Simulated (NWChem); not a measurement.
A series in which one site is exchanged, each optimised at PBE0/def2-SVP with NWChem, gas phase unless a solvent is named. All stand in one matching conformer (torsions within 35°), which need not be the lowest. Some are not confirmed as minima by frequencies. def2 effective core potentials on Cd; no spin-orbit coupling.

A: [OH][Mg][GeH3] (MgGeH4O; site = Mg)
B: [Be]([OH])[GeH3] (BeGeH₄O; site = Be)
C: [Cd]([GeH3])[OH] (CdGeH4O; site = Cd)
D: [OH][Zn][GeH3] (ZnGeH₄O; site = Zn)

Values for A:

```
Quantity                                            Result
--------------------------------------------------  ------
dipole (D), PBE0/def2-SVP                             1.27
static polarisability, PBE/def2-SVPD (bohr³)          73.6
lowest singlet excitation, PBE/def2-SVPD, TDA (eV)    4.81
```

How do these values change for the other members?


```csv
change from A,B,C,D
"dipole (D), PBE0/def2-SVP",+1.25,+0.24,+0.19
"static polarisability, PBE/def2-SVPD (bohr³)",-14.8,+4.1,-4.4
"lowest singlet excitation, PBE/def2-SVPD, TDA (eV)",+1.24,-0.18,+0.30
```
